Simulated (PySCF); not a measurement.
**Ionising RbH**

RHF-CCSD(T); Rb x2c-SVPall, H x2c-SVPall; spin-free X2C with a Gaussian nucleus (PySCF 2.14). Neutral (RHF): singlet (closed shell), Re = 2.358 Å, ωe = 899 cm⁻¹, De = 1.49 eV.

RbH⁺ (UHF): doublet (σ ↑), Re = 3.703 Å, ωe = 122 cm⁻¹, De = 0.02 eV to Rb⁺ + H. The energies at the minima are -2979.57434 hartree for RbH and -2979.37377 for RbH⁺.

Task: Work out the adiabatic ionisation energy, without and with harmonic zero-point energies (1 hartree = 27.2114 eV, 1 eV = 8065.5 cm⁻¹), and the change of the bond length.

Result: At CCSD(T): 0.20057 hartree = 5.458 eV between the minima; the zero-point term (122.0 − 899.0)/2 cm⁻¹ = -0.048 eV makes it 5.410 eV. Re changes by +134.5 pm against the neutral. The electron leaves a σ orbital, and the ion is left as a loose complex of an ion and an atom.

Correlated steps freeze 9 core orbitals. Weak bonds: RbH⁺. Basis-set superposition, not corrected here, can be much of De in a small basis, most of all at correlated wavefunction levels. Spin–orbit coupling is left out. For an ion De counts to the pair picked by the measured ionisation energies or electron affinities, which need not be the lowest pair at this level. Where the molecule has an RHF reference, its open-shell atoms are computed with UHF. States were picked by a PBE0 search and need not be the measured ground states.

Neutral and ion stand on different kinds of reference determinant, which adds to the error of the difference.
